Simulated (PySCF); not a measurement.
**NMR parameters of NbOCl3**

NbOCl3, Cl3NbO, point group C3v.

Bonds: Nb1-O2 1.673 Å, Nb1-Cl3 2.280 Å, Nb1-Cl4 2.284 Å, Nb1-Cl5 2.283 Å.

GIAO calculations in PySCF 2.14.0 with density-fitted response routines on the PBE0-D3(BJ)/def2-SVP structure: isolated species, scalar relativity only through the core potential, equivalent atoms averaged; basis pcSseg-1 (def2-TZVP on Nb).

(1) Give the isotropic shieldings (ppm) with KT2, PBE0.

(2) And the chemical shifts, against references computed in the same way?

(3) Which part of the shielding of Cl3/Cl4/Cl5 depends on the functional?

Results:

(1) 
| atoms | environment | KT2 | PBE0 |
| --- | --- | --- | --- |
| Cl3/Cl4/Cl5 | chlorine bonded to Nb | 340 | 364 |
| O2 | oxygen bonded to Nb | -640.3 | -739.5 |
| HOMO–LUMO gap (eV) | – | 4.25 | 6.45 |

(2) 
```tsv
atoms	nucleus, reference	KT2	PBE0
Cl3/Cl4/Cl5	³⁵Cl, HCl	602	579
O2	¹⁷O, H2O	971.0	1074.1
```

(3) Diamagnetic: KT2 1150, PBE0 1149 ppm; paramagnetic: KT2 -810, PBE0 -785 ppm. The diamagnetic part, set mainly by inner electrons, hardly moves; the paramagnetic part goes with low-lying magnetically allowed excitations and carries the spread.

Nb is described by an effective core potential, so it has no shielding of its own here; spin–orbit effects on the atoms bonded to it, which can be large, are absent, and the values of these neighbours are rough. Unscaled 17O shifts of doubly bonded oxygen tend to come out too high, by tens of ppm or more. Experimental scales use liquid or dissolved standards, which lie at an offset from isolated H2O (liquid H2O: subtract about 36 ppm).
